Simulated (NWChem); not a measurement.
Everything below was run with NWChem. System: H2Se, charge 0, spin multiplicity 1, displaced from the optimised geometry.

Job file:

```
start mol
memory heap 200 mb stack 900 mb global 1100 mb
geometry units angstroms nocenter noautoz noautosym
  Se     0.000000     0.000000     0.057076
  H      2.625615     0.000000    -2.511341
  H     -1.050246     0.000000    -0.970291
end
basis spherical
  * library def2-svp
end
dft
  xc b3lyp
  semidirect memsize 60000000 filesize 0
  iterations 100
end
task dft energy
```

The output up to the point where the run's verdict is printed (cleaned and shortened):

```
             Northwest Computational Chemistry Package (NWChem) 7.3.0
             --------------------------------------------------------

                                NWChem Input Module
                                -------------------

 Scaling coordinates for geometry "geometry" by  1.889725989
 (inverse scale =  0.529177249)

                             Geometry "geometry" -> ""
                             -------------------------

 Output coordinates in angstroms (scale by  1.889725989 to convert to a.u.)

  No.       Tag          Charge          X              Y              Z
 ---- ---------------- ---------- -------------- -------------- --------------
    1 Se                  34.0000     0.00000000     0.00000000     0.05707600
    2 H                    1.0000     2.62561500     0.00000000    -2.51134100
    3 H                    1.0000    -1.05024600     0.00000000    -0.97029100

 Effective nuclear repulsion energy (a.u.)      17.2775537095

            Nuclear Dipole moment (a.u.)
            ----------------------------
        X                 Y               Z
 ---------------- ---------------- ----------------
     2.9770157409     0.0000000000    -2.9121584552


 Summary of "ao basis" -> "" (spherical)
 ------------------------------------------------------------------------------
       Tag                 Description            Shells   Functions and Types
 ---------------- ------------------------------  ------  ---------------------
 *                          def2-svp                  on all atoms

                                 NWChem DFT Module
                                 -----------------

 Summary of "ao basis" -> "ao basis" (spherical)
 ------------------------------------------------------------------------------
       Tag                 Description            Shells   Functions and Types
 ---------------- ------------------------------  ------  ---------------------
 Se                         def2-svp                12       32   5s4p3d
 H                          def2-svp                 3        5   2s1p

 Summary of "ao basis" -> "ao basis" (spherical)
[...]
 d= 0,ls=0.5,diis    52  -2402.3053090966 -6.90D-04  3.08D-04  6.53D-03     6.0
 d= 0,ls=0.5,diis    53  -2402.3057751105 -4.66D-04  2.85D-04  5.30D-03     6.1
 d= 0,ls=0.5,diis    54  -2402.3061688429 -3.94D-04  2.68D-04  4.22D-03     6.2
 d= 0,ls=0.5,diis    55  -2402.3064805788 -3.12D-04  2.61D-04  3.38D-03     6.3
 d= 0,ls=0.5,diis    56  -2402.3067187251 -2.38D-04  2.35D-04  2.75D-03     6.4
 d= 0,ls=0.5,diis    57  -2402.3069214590 -2.03D-04  2.21D-04  2.21D-03     6.5
 d= 0,ls=0.5,diis    58  -2402.3070781833 -1.57D-04  2.24D-04  1.80D-03     6.6
 d= 0,ls=0.5,diis    59  -2402.3072082308 -1.30D-04  2.17D-04  1.48D-03     6.7
 d= 0,ls=0.5,diis    60  -2402.3073135235 -1.05D-04  2.07D-04  1.22D-03     6.8
 d= 0,ls=0.5,diis    61  -2402.3074025574 -8.90D-05  1.93D-04  9.96D-04     6.9
 d= 0,ls=0.5,diis    62  -2402.3074776785 -7.51D-05  2.02D-04  8.11D-04     7.0
 d= 0,ls=0.5,diis    63  -2402.3075407708 -6.31D-05  1.81D-04  6.65D-04     7.1
 d= 0,ls=0.5,diis    64  -2402.3075944459 -5.37D-05  1.64D-04  5.36D-04     7.2
 d= 0,ls=0.5,diis    65  -2402.3076367148 -4.23D-05  1.68D-04  4.36D-04     7.3
 d= 0,ls=0.5,diis    66  -2402.3076714749 -3.48D-05  1.44D-04  3.63D-04     7.3
 d= 0,ls=0.5,diis    67  -2402.3076998261 -2.84D-05  1.34D-04  2.99D-04     7.4
 d= 0,ls=0.5,diis    68  -2402.3077235661 -2.37D-05  1.23D-04  2.47D-04     7.5
 d= 0,ls=0.5,diis    69  -2402.3077426487 -1.91D-05  1.16D-04  2.06D-04     7.6
 d= 0,ls=0.5,diis    70  -2402.3077586182 -1.60D-05  1.18D-04  1.74D-04     7.8
 d= 0,ls=0.5,diis    71  -2402.3077724367 -1.38D-05  1.12D-04  1.48D-04     7.9
 d= 0,ls=0.5,diis    72  -2402.3077845119 -1.21D-05  1.17D-04  1.26D-04     8.0
 d= 0,ls=0.5,diis    73  -2402.3077951457 -1.06D-05  1.07D-04  1.09D-04     8.1
 d= 0,ls=0.5,diis    74  -2402.3078045194 -9.37D-06  8.79D-05  9.15D-05     8.2
 d= 0,ls=0.5,diis    75  -2402.3078122435 -7.72D-06  9.05D-05  7.48D-05     8.2
 d= 0,ls=0.5,diis    76  -2402.3078189999 -6.76D-06  9.34D-05  6.39D-05     8.3
 d= 0,ls=0.5,diis    77  -2402.3078251153 -6.12D-06  8.21D-05  5.50D-05     8.4
 d= 0,ls=0.5,diis    78  -2402.3078303519 -5.24D-06  7.62D-05  4.54D-05     8.5
 d= 0,ls=0.5,diis    79  -2402.3078348495 -4.50D-06  6.84D-05  3.78D-05     8.6
 d= 0,ls=0.5,diis    80  -2402.3078386296 -3.78D-06  6.55D-05  3.12D-05     8.7
 d= 0,ls=0.5,diis    81  -2402.3078418426 -3.21D-06  6.03D-05  2.63D-05     8.8
 d= 0,ls=0.5,diis    82  -2402.3078445601 -2.72D-06  5.88D-05  2.22D-05     8.9
 d= 0,ls=0.5,diis    83  -2402.3078468846 -2.32D-06  5.88D-05  1.92D-05     9.0
 d= 0,ls=0.5,diis    84  -2402.3078489151 -2.03D-06  5.83D-05  1.70D-05     9.1
 d= 0,ls=0.5,diis    85  -2402.3078507041 -1.79D-06  5.74D-05  1.53D-05     9.2
 d= 0,ls=0.5,diis    86  -2402.3078523219 -1.62D-06  4.43D-05  1.38D-05     9.3
 d= 0,ls=0.5,diis    87  -2402.3078538255 -1.50D-06  4.83D-05  1.08D-05     9.4
 d= 0,ls=0.5,diis    88  -2402.3078550656 -1.24D-06  5.43D-05  9.82D-06     9.5
 d= 0,ls=0.5,diis    89  -2402.3078562233 -1.16D-06  4.86D-05  9.46D-06     9.6
 d= 0,ls=0.5,diis    90  -2402.3078573681 -1.14D-06  4.55D-05  8.04D-06     9.7
 d= 0,ls=0.5,diis    91  -2402.3078583532 -9.85D-07  4.25D-05  6.90D-06     9.8
 d= 0,ls=0.5,diis    92  -2402.3078592125 -8.59D-07  3.76D-05  5.88D-06     9.9
 d= 0,ls=0.5,diis    93  -2402.3078599389 -7.26D-07  3.82D-05  4.85D-06    10.0
 d= 0,ls=0.5,diis    94  -2402.3078605485 -6.10D-07  3.46D-05  4.43D-06    10.1
 d= 0,ls=0.5,diis    95  -2402.3078610988 -5.50D-07  3.43D-05  3.79D-06    10.2
 d= 0,ls=0.5,diis    96  -2402.3078615772 -4.78D-07  3.27D-05  3.43D-06    10.3
 d= 0,ls=0.5,diis    97  -2402.3078620114 -4.34D-07  3.13D-05  3.05D-06    10.4
 d= 0,ls=0.5,diis    98  -2402.3078624019 -3.91D-07  2.78D-05  2.70D-06    10.5
 d= 0,ls=0.5,diis    99  -2402.3078627489 -3.47D-07  2.58D-05  2.24D-06    10.6
 d= 0,ls=0.5,diis   100  -2402.3078630416 -2.93D-07  2.60D-05  1.89D-06    10.8
```

Convergence was not reached. The next line reads: Calculation failed to converge. NWChem stopped with the message: dft energy failed.
